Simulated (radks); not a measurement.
The titanium ion Ti4+, configuration [Ar].

Method: non-relativistic Kohn-Sham, PBE, spin-polarised, spherical densities, point nucleus; computed with a radial shooting solver on a logarithmic mesh with Libxc functionals.

Energy parts (Ry):
part                       energy
total                 -1691.44759
kinetic                1690.08402
electron-nucleus      -3935.01868
Hartree                 633.91989
exchange-correlation    -80.43282

Orbitals (lengths in bohr, moments of r in powers of bohr; <r^-3> diverges for s and p1/2; r(90%) holds 90 % of the orbital's charge):
| orbital | occ. | eigenvalue (Ry) | <r^-3> | r(90%) | <r^2> | <r> |
|---|---|---|---|---|---|---|
| 1s | 2 | -359.4644 | - | 0.125 | 0.006609 | 0.07018 |
| 2s | 2 | -43.11627 | - | 0.508 | 0.1267 | 0.3275 |
| 2p | 6 | -36.67847 | 257.8 | 0.478 | 0.1042 | 0.2908 |
| 3s | 2 | -8.31002 | - | 1.46 | 1.103 | 0.9809 |
| 3p | 6 | -6.56641 | 32.94 | 1.56 | 1.231 | 1.029 |
| 3d | 0 | -3.85897 | 3.055 | 1.85 | 1.589 | 1.145 |
| 4s | 0 | -2.72458 | - | 3.42 | 6.417 | 2.391 |

The highest occupied level is 3p at -89.341 eV. For comparison, the ionisation energy in NIST's Atomic Spectra Database is 99.30 eV (measured). In exact Kohn-Sham theory the highest level is minus the ionisation energy, but local and semilocal functionals leave it too shallow, through self-interaction and a potential that decays too fast; potentials with the right tail come closer. The electron density at the nucleus is 7142 e/bohr^3. Virial ratio -V/T = 2.00081. Summed over all electrons, <r^2> = 10.49 bohr^2, which gives a Langevin (diamagnetic) susceptibility term of -8.31 x 10^-6 cm^3/mol. The density falls to 0.001 e/bohr^3 at r = 2.52 bohr.

Run on one thread of a shared host, so times are rough (Arm Neoverse V2): 0.09 s of CPU time, 0.09 s wall, 13 iterations on 2476 mesh points.
